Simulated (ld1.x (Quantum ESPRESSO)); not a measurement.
## potassium TM: all-electron and pseudo phase curves

| Quantity | Value |
| --- | --- |
| Element | potassium (K) |
| Generator | ld1.x (Quantum ESPRESSO) 7.5 |
| Type | norm-conserving Troullier–Martins (Kleinman–Bylander form) |
| Functional | LDA (PZ) |
| Relativity | scalar-relativistic |
| Frozen core | [Ne] |
| Valence charge | 9 |
| Reference configuration | 3s2 3p6 3d1 4s0 4p0 |
| Partial waves | 3s (bound): rc 1.84 bohr; 3p (bound): rc 1.94 bohr; 3d (bound): rc 4.18 bohr; 4f channel at 0.5 Ry: rc 3.68 bohr |
| Local potential | the f channel |
| Core correction | a·sin(br)/r model core, default radius (core density twice the valence density) |

The phase is arctan(r·u′/u) with u = r·R(r), unwrapped; energies in Ry, scanned from -5 to 5 Ry. A pole is an energy at which the radial function vanishes at the test radius. The pseudo phase is shifted by a multiple of π to meet the all-electron one at the reference energy, and phase errors are pseudo minus all-electron; the curves can meet again beyond the range given. Levels narrower than the energy grid can be missing from the lists of poles.

```csv
channel,radius (bohr),reference energy (Ry),"poles, all-electron","poles, pseudo",unbroken range about the reference energy with phases within 0.05 rad,phase error 1 Ry above the reference energy (rad)
s,4.54,-2.68,"0.28, 2.88","0.23, 2.72",below -0.4,-0.000
p,4.54,-1.48,"0.71, 3.37","0.69, 3.42",below 0.0,-0.001
d,4.54,-0.05,"0.16, 1.56, 4.12","0.17, 2.02",below 0.4,+0.408
f,4.54,0.50,"1.55, 3.87","1.56, 4.09",below 2.3,+0.002
```

Phases in the s channel:

```csv
E (Ry),all-electron,pseudo
-5.00,1.469,1.469
-4.48,1.462,1.462
-3.96,1.455,1.455
-3.44,1.445,1.445
-2.92,1.433,1.433
-2.40,1.417,1.417
-1.88,1.392,1.392
-1.36,1.349,1.348
-0.84,1.243,1.241
-0.32,0.304,0.164
0.20,-1.528,-1.558
0.72,-1.739,-1.778
1.24,-2.250,-2.641
1.76,-4.371,-4.461
2.28,-4.620,-4.645
2.80,-4.703,-4.722
3.32,-4.763,-4.789
3.84,-4.841,-4.910
4.36,-5.083,-6.082
4.88,-7.332,-7.653
```
